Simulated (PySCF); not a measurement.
C5H7F3.
Numbering: `[CH2:1]=[CH:2][C:3]([F:4])([CH2:5][F:6])[CH2:7][F:8]` (hydrogens: H9, H10 on C1; H11 on C2; H12, H13 on C5; H14, H15 on C7)

Computed, not measured: PBE0-D3(BJ)/def2-SVP geometry optimisation, gas phase (PySCF 2.14.0).

List the bond lengths, angles and torsions at this level.

| bond | length (Å) | order |
| --- | --- | --- |
| C1=C2 | 1.331 | double |
| C2–C3 | 1.500 | single |
| C3–F4 | 1.380 | single |
| C3–C5, C3–C7 | 1.523 | single |
| C5–F6, C7–F8 | 1.369 | single |
| C1–H9 | 1.093 | single |
| C1–H10 | 1.092 | single |
| C2–H11 | 1.095 | single |
| C5–H12, C7–H15 | 1.101 | single |
| C5–H13, C7–H14 | 1.102 | single |

Bonds in one row agree within 0.01 Å and their mean is given. Orders are formal, as drawn. A selection of angles:
| angle | degrees |
| --- | --- |
| C1–C2–C3 | 123.4 |
| C2–C3–F4 | 110.3 |
| C2–C3–C5 | 111.6 |
| C2–C3–C7 | 109.8 |
| F4–C3–C5 | 105.6 |
| F4–C3–C7 | 108.1 |
| C5–C3–C7 | 111.2 |
| C3–C5–F6 | 109.1 |
| C3–C7–F8 | 110.7 |

Torsions: C1–C2–C3–F4 -8° (synperiplanar); C2–C3–C5–F6 -60° (synclinal); C2–C3–C7–F8 173° (antiperiplanar). The mirror-image conformer, all signs reversed, is as good.

The 4 C–C bonds span 1.331 Å (C1=C2, drawn double) to 1.526 Å (C3–C5, drawn single), a spread of 0.195 Å. Of the pairs four or more bonds apart, F4···H9 is among the closest relative to their van der Waals radii: 2.39 Å, 89 % of the sum of Bondi's values.

Point group: C1 (no symmetry element, even within 0.4 Å). No PBE0-D3(BJ)/def2-SVP frequencies stand behind this structure, so it isn't proved a minimum. The numbers are those of one conformer.
